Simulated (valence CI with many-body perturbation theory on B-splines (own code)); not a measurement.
**Hf⁵¹⁺: what each term of the Hamiltonian does**

Calculated by configuration interaction combined with many-body perturbation theory (CI+MBPT): three valence electrons over a frozen Dirac-Fock core [Ar], radial functions for each j: 9 s, 9 p, 10 d, 8 f, 5 g, 3 h, 1 i, with the one-electron correlation potential Σ1 (screened to all orders), the two-electron term Σ2, the three-electron term Σ3, Breit, model QED; selected single and double excitations, second order for the rest (own B-spline code, finite nucleus).

No measured spectrum was set against this ion. As an estimate, large intervals hold to a few tenths of a per cent, small ones and those within an open d or f shell to about a per cent. The list stops below the first excitations out of the core. Only levels of the ground parity were solved; by the run's estimate the other parity begins above the list, which can be wrong where configurations are misplaced.

Each rung adds one term. CI alone is the Dirac-Coulomb CI over the frozen core; QED comes last and gives the full result, which names the levels. Energies are above (3d3/2^3) J=3/2 on the same rung, in cm⁻¹.

Levels are named by their leading jj configuration (3d3/2^4 stands for four electrons in 3d with j = 3/2), which in mixed levels can hold well under half, so a name can repeat and another be missing. Letters in brackets count levels of one name in rising energy.

| Level | CI alone |
| --- | --- |
| (3d3/2^2 3d5/2) J=5/2 [a] | 465240 |
| (3d3/2^2 3d5/2) J=3/2 | 515155 |
| (3d3/2^2 3d5/2) J=7/2 | 552345 |
| (3d3/2^2 3d5/2) J=9/2 | 555119 |
| (3d3/2^2 3d5/2) J=1/2 | 560340 |
| (3d3/2^2 3d5/2) J=5/2 [b] | 742676 |
| (3d3/2 3d5/2^2) J=7/2 [a] | 1002470 |
| (3d3/2 3d5/2^2) J=9/2 | 1043830 |
| (3d3/2 3d5/2^2) J=3/2 [a] | 1077600 |
| (3d3/2 3d5/2^2) J=1/2 | 1102280 |
| (3d3/2 3d5/2^2) J=11/2 | 1124550 |
| (3d3/2 3d5/2^2) J=5/2 [a] | 1118340 |
| (3d3/2 3d5/2^2) J=5/2 [b] | 1187470 |
| (3d3/2 3d5/2^2) J=7/2 [b] | 1196050 |
| (3d3/2 3d5/2^2) J=3/2 [b] | 1343440 |
| (3d5/2^3) J=9/2 | 1575960 |

**Question.** What do these energies become with core correlation, Breit and QED?

**Answer.** (3d3/2^2 3d5/2) J=5/2 [a] 458711 (-6529); (3d3/2^2 3d5/2) J=3/2 508517 (-6638); (3d3/2^2 3d5/2) J=7/2 536790 (-15555); (3d3/2^2 3d5/2) J=9/2 537197 (-17922); (3d3/2^2 3d5/2) J=1/2 549974 (-10366); (3d3/2^2 3d5/2) J=5/2 [b] 729506 (-13170); (3d3/2 3d5/2^2) J=7/2 [a] 986065 (-16407); (3d3/2 3d5/2^2) J=9/2 1021320 (-22508); (3d3/2 3d5/2^2) J=3/2 [a] 1062010 (-15592); (3d3/2 3d5/2^2) J=1/2 1084810 (-17471); (3d3/2 3d5/2^2) J=11/2 1096010 (-28548); (3d3/2 3d5/2^2) J=5/2 [a] 1098960 (-19377); (3d3/2 3d5/2^2) J=5/2 [b] 1164570 (-22897); (3d3/2 3d5/2^2) J=7/2 [b] 1170110 (-25935); (3d3/2 3d5/2^2) J=3/2 [b] 1323900 (-19547); (3d5/2^3) J=9/2 1547600 (-28358).

**Question.** How does the ionisation energy move along the ladder, and which term matters most?

**Answer.** CI alone 4699.5, + Σ1 4702.2, + Σ2 4708.3, + Σ3 4708.3, + Breit 4704.0, + QED 4704.3 eV. The largest step is Σ2, 6.1 eV. NIST lists 4703 ± 4 eV (theoretical).
